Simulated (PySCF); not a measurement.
**SnN at ROHF-MP2**

Level: ROHF-MP2. PySCF, scalar-relativistic core potentials, basis sets Sn aug-cc-pVDZ-PP with ECP28, N aug-cc-pVDZ.

```json
{
 "state": "²Π (doublet), unpaired electrons π ↑",
 "bond length": "1.999 Å",
 "harmonic wavenumber": "661 cm⁻¹",
 "force constant": "3.22 mdyn/Å",
 "rotational constant Be": "0.3364 cm⁻¹",
 "anharmonicity ωexe": "4.04 cm⁻¹",
 "vibration–rotation constant αe": "0.00246 cm⁻¹",
 "well depth De to Sn + N": "53.8 kcal/mol",
 "dissociation energy D0": "52.8 kcal/mol"
}
```

Correlated steps freeze 5 core orbitals. Correlated levels converge slowly with the basis: in double zeta they bind strong bonds too weakly, by up to about 1 eV, and carry superposition errors of some tenths. Spin–orbit coupling is left out, which matters for elements this heavy, above all for dissociation energies. The state was picked by a PBE0 search and need not be the measured ground state.
